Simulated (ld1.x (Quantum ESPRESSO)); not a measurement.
Co (Z = 27), RRKJ: configuration errors across variants

Co (Z = 27), norm-conserving RRKJ (Kleinman–Bylander form), made with ld1.x (Quantum ESPRESSO) 7.5 (PBE, scalar-relativistic). Core [Ar], reference 3d7 4s1.75 4p0.25. Waves: 4p (bound): rc 2.40 bohr; 3d (bound): rc 1.80 bohr; 4s (bound): rc 1.70 bohr. Local part: the s channel. Core correction: none.

All-electron excitation energies from the reference (eV): (1) 3d7 4s2 4p0 -1.057; (2) 3d7 4s1 4p0 7.973; (3) 3d7 4s0 4p0 24.759; (4) 3d7 4s0 4p1 13.341; (5) 3d8 4s0 4p0 5.414; (6) 3d6 4s2 4p0 14.125; (7) 3d7 4s1 4p1 3.293.

Tests that are not counted but printed errors over 1 eV. “type TM; local potential the d channel”: 3d7 4s0 4p1 (solver errors, printed error -2.9 eV).

3 further variants failed, have other tests or too few solved ones, and are left out.

A true bound ghost makes a file unfit for plane-wave use even where its test errors are small: the radial tests pick states by their node count and pass the ghost by. Where a test does run into it, the solver fails or the error is huge.

Errors AE − PS in meV (a dash: test not solved or not reliable):

| change | (1) | (2) | (3) | (4) | (5) | (6) | (7) | bound ghosts |
| --- | --- | --- | --- | --- | --- | --- | --- | --- |
| base | +0.3 | +7.8 | +80 | +21 | -70 | -18 | +1.7 | none |
| all radii scaled by about 0.95 (s 1.60, p 2.28, d 1.70 bohr) | +0.4 | +8.5 | +89 | +26 | -98 | -32 | +2.4 | none |
| type TM; local potential the d channel | +0.4 | +6.7 | +82 | – | -117 | -108 | +2.2 | s, p |
| wave 4p (bound): rc 2.40 bohr becomes 4p (bound): rc 3.60 bohr | +0.4 | +8.0 | +80 | +22 | -69 | -20 | +2.1 | none |
| core correction a·sin(br)/r model core inside 0.86 bohr | +0.1 | -1.5 | -19 | -6.2 | -139 | -66 | -0.7 | none |

(1) Give the same row for: wave 3d (bound): rc 1.80 bohr becomes 3d (bound): rc 2.10 bohr.

## Answers

(1) +0.2, +4.0, +18, -0.7, +163, +251, -0.3; bound ghosts: none.
